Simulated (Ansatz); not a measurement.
A made-up structure of CH₃OTe (charge -1), singlet:

```xyz
6
angstrom
C -0.3540 0.4966 -0.2868
Te 1.5371 -1.7990 0.6026
O 0.1029 -0.8524 1.3524
H -0.6215 -0.0904 -1.1667
H 0.5262 1.1046 -0.5012
H -1.1906 1.1406 -0.0003
```

It is relaxed with PBE-D4/def2-SVPD and then PBE0-D4/def2-TZVPD (Ansatz 0.2.0). Atoms count as bonded within 1.22 times the sum of their covalent radii (H–H: 0.88 Å). The end point is not checked to be a true minimum.

(1) Does its bonding change? (A judgement: the text doesn't fix the answer.)

Answers

(1) By the calculation: Yes. Formed: C1–O3; broken: none.

Where it ends: The first stage lowers the energy by 2.85 eV in 8 steps. It ends as CH₃OTe ([CH3][O][Te]), total charge -1:
C1  (-0.302, 0.373, -0.153)
Te2  (1.507, -1.772, 0.599)
O3  (-0.039, -0.469, 0.915)
H4  (-0.578, -0.174, -1.071)
H5  (0.558, 1.015, -0.411)
H6  (-1.146, 1.028, 0.121)
(Å)

Labels in which every atom is bracketed show which atoms are joined, not bond orders.

For scale, one of the runs: PBE0-D4/def2-TZVPD relaxation, 163 basis functions, launched by `ansatz run in.yaml --threads 2 --pin off --events-out ev --progress --plain --max-ram 4352MiB`. Hardware: 2 CPU threads of an Arm Neoverse V1, shared host. Wall time about 27 s.
